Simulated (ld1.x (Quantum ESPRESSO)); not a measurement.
## W (Z = 74), TM: configuration errors across variants

tungsten, norm-conserving Troullier–Martins (Kleinman–Bylander form), made with ld1.x (Quantum ESPRESSO) 7.5 (PBEsol, scalar-relativistic). Core [Xe] 4f14, reference 5d4 6s0 6p0 (charge +2). Waves: 6p (bound, empty): rc 1.20 bohr; 5d (bound): rc 1.65 bohr; 6s (bound, empty): rc 2.10 bohr. Local part: the s channel. Core correction: Bessel-smoothed model core inside 0.85 bohr.

All-electron excitation energies from the reference (eV): (1) 5d4 6s2 6p0 -24.620; (2) 5d4 6s1 6p0 -15.695; (3) 5d3 6s0 6p0 25.404; (4) 5d5 6s1 6p0 -23.077; (5) 5d4 6s1.5 6p0 -20.968; (6) 5d4.5 6s1.5 6p0 -23.923.

For the base: The 6p radius (1.20 bohr) lies inside the outermost node of the all-electron wave (1.51 bohr), which a nodeless pseudo-wave cannot match soundly.

Tests that are not counted but printed errors over 1 eV. “base”: 5d3 6s2 6p1 (solver errors, printed error -2.5 eV). “wave 6s (bound): rc 2.10 bohr becomes 6s (bound): rc 1.90 bohr”: 5d3 6s2 6p1 (solver errors, printed error -2.5 eV). “wave 6s (bound): rc 2.10 bohr becomes 6s (bound): rc 2.14 bohr”: 5d3 6s2 6p1 (solver errors, printed error -2.5 eV). “wave 6s (bound): rc 2.10 bohr becomes 6s (bound): rc 2.40 bohr”: 5d3 6s2 6p1 (solver errors, printed error -2.6 eV). “wave 6s (bound): rc 2.10 bohr becomes 6s (bound): rc 2.64 bohr”: 5d3 6s2 6p1 (solver errors, printed error -2.6 eV).

1 further variants failed, have other tests or too few solved ones, and are left out.

A true bound ghost makes a file unfit for plane-wave use even where its test errors are small: the radial tests pick states by their node count and pass the ghost by. Where a test does run into it, the solver fails or the error is huge.

Errors AE − PS in meV (a dash: test not solved or not reliable):

| change | (1) | (2) | (3) | (4) | (5) | (6) | bound ghosts |
| --- | --- | --- | --- | --- | --- | --- | --- |
| base | -14 | -4.4 | -157 | -45 | -9.3 | -16 | p |
| wave 6s (bound): rc 2.10 bohr becomes 6s (bound): rc 1.90 bohr | +6.3 | +0.7 | -149 | -27 | +2.9 | +2.3 | p |
| wave 6s (bound): rc 2.10 bohr becomes 6s (bound): rc 2.14 bohr | -19 | -5.7 | -159 | -48 | -12 | -19 | p |
| wave 6s (bound): rc 2.10 bohr becomes 6s (bound): rc 2.40 bohr | -31 | -9.0 | -163 | -55 | -19 | -27 | p |
| wave 6s (bound): rc 2.10 bohr becomes 6s (bound): rc 2.64 bohr | -33 | -9.5 | -164 | -56 | -20 | -28 | p |
| wave 6s (bound): rc 2.10 bohr becomes 6s (bound): rc 2.88 bohr | -29 | -8.7 | -163 | -54 | -18 | -26 | p |
| wave 6s (bound): rc 2.10 bohr becomes 6s (bound): rc 3.20 bohr | -18 | -8.5 | -161 | -47 | -14 | -20 | p |

(1) Give the same row for: wave 6s (bound): rc 2.10 bohr becomes 6s (bound): rc 1.70 bohr.

Answers

(1) +69, +18, -143, +41, +42, +77; bound ghosts: p, s (extra level of the local part). Not counted: 5d3 6s2 6p1 (solver errors, printed error -2.5 eV).
